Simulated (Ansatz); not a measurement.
This geometry of Cl3FH4HfSi (10 atoms, charge 0, multiplicity 1) is a first-order saddle point.

Level of theory: RKS PBE-D4/def2-SVP in Ansatz 0.2.0.

```xyz
10
Properties=species:S:1:pos:R:3
Hf -0.284 -0.166 -0.216
F -0.128 -1.014 1.840
Cl 1.655 1.100 0.162
Cl -1.396 1.074 -1.865
Cl -0.058 -2.287 -1.182
Si -2.737 0.369 1.240
H -3.790 -0.238 0.355
H -3.023 -0.119 2.649
H -2.859 1.867 1.269
H -1.111 -0.587 1.862
```

Q: Which two structures does it join? (They come from a converged band through this point; their orientation in space is the band's.)

A: Bonds broken: Si6–H10. Bonds formed: Hf1–Si6, F2–H10.

First end point:

```xyz
10
Properties=species:S:1:pos:R:3
Hf 0.320 -0.050 0.017
F 0.785 0.263 1.840
Cl 2.383 0.034 -1.083
Cl -0.944 1.686 -0.963
Cl -0.493 -2.221 -0.400
Si -3.186 0.064 1.331
H -3.602 -0.345 -0.047
H -3.801 -0.831 2.365
H -3.504 1.504 1.597
H -1.686 -0.105 1.458
```

Last end point:

```xyz
10
Properties=species:S:1:pos:R:3
Hf -0.305 -0.098 -0.293
F -0.329 -0.961 1.848
Cl 1.507 1.213 0.440
Cl -1.066 1.022 -2.202
Cl -0.060 -2.326 -1.008
Si -2.708 0.443 0.964
H -3.976 -0.205 0.471
H -2.530 -0.248 2.361
H -3.011 1.861 1.378
H -1.251 -0.701 2.154
```

Q: How far does it lie above each of them?

A: 46.0 kcal/mol above the first and 4.0 kcal/mol above the second. This is the barrier of this one path; another mechanism may lie lower. The orbitals stay closed-shell, which can raise the energy where a bond breaks towards radicals; this wasn't checked here.

Time of the run: 4 min on 4 threads of Intel(R) Xeon(R) 6975P-C (Granite Rapids) (shared host), peak memory 0.25 GiB.
